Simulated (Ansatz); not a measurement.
`[CH3][AlH][CH2]F` + HBr → `F[CH2][AlH][Br]` + CH₄ at 600 K and 1 bar (ligand exchange at the Al–C bond).

Gas-phase electronic energies from Ansatz, PBE0-D4/def2-TZVP geometries. CBS: MP2 limit from def2 TZ/QZ plus the TZ coupled-cluster correction, frozen cores. This one scheme is used for every species. For Br outer-core shells are correlated without core-valence functions, which leaves a few kJ/mol of doubt a bond. Scalar relativity is left out up to krypton. Each species was taken in one conformer, which may not be the lowest.

```
           species  CCSD(T)/CBS energy (Eh)  H − E (kJ/mol)  S (J/(mol·K))
`[CH3][AlH][CH2]F`               -421.50169           244.0          431.9
               HBr              -2573.91920            33.5          219.1
 `F[CH2][AlH][Br]`              -2955.02561           145.1          409.1
               CH₄                -40.46206           140.4          215.7
```

H − E and S are ideal-gas, rigid-rotor, harmonic terms from PBE0-D4/def2-TZVP, for one conformer and one mirror image of each species. 1 Eh = 2625.50 kJ/mol, R = 8.31446 J/(mol·K).

**Question.** By hand: ΔE, ΔH, ΔS and ΔG.

**Answer.** ΔE = (-2955.02561) + (-40.46206) − (-421.50169) − (-2573.91920) = -0.06678 Eh = -175.3 kJ/mol. Δ(H − E) = 145.1 + 140.4 − 244.0 − 33.5 = 8.0, so ΔH = -167.3 kJ/mol. ΔS = 409.1 + 215.7 − 431.9 − 219.1 = -26.2 J/(mol·K). ΔG = -167.3 − 600 × (-26.2)/1000 = -151.6 kJ/mol.

**Question.** By hand: the equilibrium constant, and the temperature at which ΔG would vanish if ΔH and ΔS stayed fixed.

**Answer.** log₁₀ K = −ΔG/(RT ln 10) = 13.2. ΔG = 0 at ΔH/ΔS = 6385 K, far beyond where these terms or the molecules hold.

ΔH outweighs TΔS. A doubt of 5 kJ/mol in ΔE shifts log₁₀ K by 0.4 here. Other conformers and mirror images would add mixing entropy, several J/(mol·K) or more a flexible species. Modes under 60 cm⁻¹, often nearly free rotors, make the harmonic entropy too high. These are equilibria of isolated gas molecules and say nothing of rates. Largest T1 diagnostic: 0.010 (customary marks: 0.02 for closed shells, 0.045 for open ones).
